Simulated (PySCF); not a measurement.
P₂, triplet, at a GFN2-xTB geometry (a higher spin typed on purpose: for a closed-shell molecule this is an excited state). Base run: CAMB3LYP/cc-pVDZ in PySCF.

Input for PySCF:
```python
from pyscf import gto, scf, dft

mol = gto.M(
    atom='''
P    -0.00000000   -0.00000000   -1.02175380
P     0.00000000    0.00000000    1.02175380
''',
    basis='cc-pvdz',
    spin=2,
    verbose=4,
)

mf = dft.UKS(mol)
mf.xc = 'camb3lyp'
mf.kernel()
mf.analyze()
```

Variants of this job, named by their change:

```
change                                         ΔE vs base (mEh)  fitting functions
---------------------------------------------  ----------------  -----------------
base                                                      0.000                  -
auxbasis = def2-universal-jkfit                         -22.467                256
only_dfj = on; auxbasis = def2-universal-jfit           -22.700                102
auxbasis = def2-svp-ri                                   -844.8                124
auxbasis = cc-pvtz-jkfit                                  0.001                242
auxbasis = even-tempered beta=1.6                       -22.432                518
auxbasis = def2-tzvp-ri                                 -48.526                226
auxbasis = def2-universal-jfit                            877.3                102
auxbasis = even-tempered beta=2.0                        -0.078                346
auxbasis = autoaux                                      -22.519                304
```

A fitting set is made for a task (jfit for Coulomb, jkfit for Coulomb and exchange, ri for correlation) and for a family of orbital bases.

Open shells are given as the SCF converged; they aren't shown to be the lowest states, and a large step between rows can be another state.
